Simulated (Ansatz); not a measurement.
`[SiH3][O][GeH2][SH]` + H₂O → `[OH][GeH2][O][SiH3]` + H₂S  (formal hydrolysis of a Ge–S bond)

Gas-phase electronic energies from Ansatz, PBE0-D4/def2-TZVP geometries. CBS: MP2 limit from def2 TZ/QZ plus the TZ coupled-cluster correction, frozen cores. This one scheme is used for every species. DFT in def2-TZVPP. B3LYP here is the variant with VWN-RPA as its local correlation; programs differ in this. For Ge outer-core shells are correlated without core-valence functions, which leaves a few kJ/mol of doubt a bond. Scalar relativity is left out up to krypton. Each species was taken in one conformer, which may not be the lowest.

```
             level  ΔE (kJ/mol)  difference from CCSD(T)/CBS
          B3LYP-D4         13.7                         -2.0
            B2PLYP          7.9                         -7.8
               PBE         17.1                          1.4
            r2SCAN         13.4                         -2.3
    MP2/def2-TZVPP         13.4                         -2.3
SCS-MP2/def2-TZVPP          7.3                         -8.4
CCSD(T)/def2-TZVPP         10.1                         -5.6
SCS-MP2/def2-QZVPP         10.1                         -5.6
     MP2/CBS(def2)         19.0                          3.3
    CCSD/CBS(def2)         13.7                         -2.0
       CCSD(T)/CBS         15.7                            0
```

Largest T1 diagnostic among the species: 0.012.

The D4 term adds +6.6 kJ/mol with B3LYP and +3.6 kJ/mol with PBE0; it sums over pairs of atoms, weighted by their polarisabilities, and B3LYP, whose exchange is more repulsive, gets the larger term. In def2-TZVPP, CCSD(T) changes the Hartree–Fock value by +10.8 kJ/mol (the triples alone add +2.0 kJ/mol) and MP2 by +14.2 kJ/mol.
